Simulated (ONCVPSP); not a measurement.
## Scattering properties, ONCV potential for silicon (Si)

```json
{
  "Element": "silicon",
  "Generator": "ONCVPSP 4.0.1",
  "Type": "optimised norm-conserving Vanderbilt (ONCV)",
  "Functional": "PBE",
  "Relativity": "scalar-relativistic",
  "Frozen core": "[Ne]",
  "Valence charge": "4",
  "Reference configuration": "3s2 3p1.5 (charge +0.5)",
  "Partial waves": "3s: rc 1.40 bohr, ncon 4, nbas 8, qcut 5.1 1/bohr, 2 projectors, debl 1.3 Ha; 3p: rc 1.40 bohr, ncon 4, nbas 7, qcut 7 1/bohr, local",
  "Local potential": "the p channel",
  "Core correction": "none"
}
```

The phase is arctan(r·R′/R) of the radial function R(r), unwrapped; energies in Ha, scanned from -2 to 5 Ha. A pole is an energy at which the radial function vanishes at the test radius. The pseudo phase is shifted by a multiple of π to meet the all-electron one at the reference energy, and phase errors are pseudo minus all-electron; the curves can meet again beyond the range given. Levels narrower than the energy grid can be missing from the lists of poles.

| channel | radius (bohr) | reference energy (Ha) | poles, all-electron | poles, pseudo | unbroken range about the reference energy with phases within 0.05 rad | phase error 1 Ha above the reference energy (rad) |
| --- | --- | --- | --- | --- | --- | --- |
| s | 1.43 | -0.54 | 4.29 | 4.38 | the whole range | +0.000 |
| p | 1.43 | -0.28 | 4.49 | 2.82 | -1.8 to 0.5 | -0.063 |

Note: ghosts flagged at negative energy: s at -90.8 eV; no localised positive-energy state flagged. A true bound ghost makes a file unfit for plane-wave use.

Phases in the p channel:

```tsv
E (Ha)	all-electron	pseudo
-1.98	1.073	1.018
-1.62	0.982	0.939
-1.26	0.860	0.829
-0.90	0.686	0.668
-0.54	0.431	0.426
-0.18	0.074	0.073
0.18	-0.333	-0.354
0.54	-0.682	-0.733
0.90	-0.930	-1.003
1.26	-1.097	-1.185
1.62	-1.213	-1.312
1.98	-1.297	-1.407
2.34	-1.361	-1.484
2.70	-1.411	-1.550
3.06	-1.452	-1.612
3.42	-1.487	-1.677
3.78	-1.518	-1.749
4.14	-1.546	-1.839
4.50	-1.571	-1.966
4.86	-1.596	-2.169
```
